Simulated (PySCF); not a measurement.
Mayer bond orders and bond lengths

Compound: C₇H₆N₂S.
Atom-mapped SMILES: `[CH:1]#[C:2][c:3]1[cH:4][n:5][n:6][cH:7][c:8]1[S:9][CH3:10]` (hydrogens: H11 on C1; H12 on C4; H13 on C7; H14, H15, H16 on C10)

Cartesian coordinates in Å at the GFN2-xTB level; atoms count from 1:
```xyz
16
C7H6N2S angstrom
C      0.0915    2.6364   -0.1522
C     -0.2203    1.4755   -0.1475
C     -0.7647    0.1734   -0.1854
C     -2.1291    0.0622   -0.5284
N     -2.7821   -1.0700   -0.5988
N     -2.1672   -2.1928   -0.3385
C     -0.9007   -2.1923   -0.0136
C     -0.1087   -1.0304    0.0837
S      1.5605   -1.3185    0.5326
C      2.4008    0.2909    0.5099
H      0.4282    3.6298   -0.1396
H     -2.6964    0.9550   -0.7517
H     -0.4599   -3.1585    0.1867
H      1.9776    0.9432    1.2662
H      3.4386    0.0704    0.7423
H      2.3242    0.7345   -0.4770
```

Bond orders from the PBE0/pcSseg-1 density (PySCF). Geometry: GFN2-xTB, one conformer, isolated molecule.

Question: How far do the computed orders between heavy atoms stray from the drawn ones?

Answer: The largest departure is 0.625, at C1–C2 (drawn triple, 2.375), counting aromatic bonds as 1.5. Drawn single, order above 1.12: C8–S9 (1.139). Drawn double or triple, more than 0.30 short of the drawn order: C1–C2 (2.375). The bonds drawn aromatic range from 1.26 to 1.58.

Question: Set the Mayer orders of the bonds beside their lengths.

Answer: 
```json
{"bond": "C1–C2", "drawn as": "triple", "length (Å)": "1.202", "Mayer order": "2.375"}
{"bond": "C2–C3", "drawn as": "single", "length (Å)": "1.412", "Mayer order": "0.991"}
{"bond": "C3–C4", "drawn as": "aromatic", "length (Å)": "1.411", "Mayer order": "1.331"}
{"bond": "C4–N5", "drawn as": "aromatic", "length (Å)": "1.309", "Mayer order": "1.557"}
{"bond": "N5–N6", "drawn as": "aromatic", "length (Å)": "1.306", "Mayer order": "1.265"}
{"bond": "N6–C7", "drawn as": "aromatic", "length (Å)": "1.307", "Mayer order": "1.581"}
{"bond": "C7–C8", "drawn as": "aromatic", "length (Å)": "1.410", "Mayer order": "1.267"}
{"bond": "C8–S9", "drawn as": "single", "length (Å)": "1.752", "Mayer order": "1.139"}
{"bond": "S9–C10", "drawn as": "single", "length (Å)": "1.816", "Mayer order": "1.000"}
{"bond": "C8–C3", "drawn as": "aromatic", "length (Å)": "1.397", "Mayer order": "1.311"}
{"bond": "C1–H11", "drawn as": "single", "length (Å)": "1.049", "Mayer order": "1.137"}
{"bond": "C4–H12", "drawn as": "single", "length (Å)": "1.081", "Mayer order": "0.977"}
{"bond": "C7–H13", "drawn as": "single", "length (Å)": "1.081", "Mayer order": "0.960"}
{"bond": "C10–H14", "drawn as": "single", "length (Å)": "1.085", "Mayer order": "0.940"}
{"bond": "C10–H15", "drawn as": "single", "length (Å)": "1.086", "Mayer order": "0.950"}
{"bond": "C10–H16", "drawn as": "single", "length (Å)": "1.085", "Mayer order": "0.941"}
```

Bonds between the same two heavy elements. C–C: lowest C2–C3 (0.991, 1.412 Å), highest C1–C2 (2.375, 1.202 Å); in 1 of the 10 pairs the longer bond (by over 0.003 Å) has the higher order (by 0.02 or more). C–N: lowest C4–N5 (1.557, 1.309 Å), highest N6–C7 (1.581, 1.307 Å). C–S: lowest S9–C10 (1.000, 1.816 Å), highest C8–S9 (1.139, 1.752 Å).

Question: Sum the orders of all bonds at each heavy atom with more than one neighbour and set the sums beside the valence in the SMILES.

Answer: C1 3.512 (drawn 4), C2 3.366 (drawn 4), C3 3.633 (drawn 4), C4 3.865 (drawn 4), N5 2.822 (drawn 3), N6 2.846 (drawn 3), C7 3.808 (drawn 4), C8 3.717 (drawn 4), S9 2.139 (drawn 2), C10 3.831 (drawn 4). Orders between atoms that aren't bonded are not in these sums.

The Mayer order sums products of elements of PS (density times overlap matrix) between the two atoms' basis functions, so it depends on the basis set.

The run behind these numbers computed NMR shieldings as well. Time: 38 s wall; peak memory 0.92 GiB. Hardware: one thread, Arm Neoverse V1 (aarch64), on a shared host.
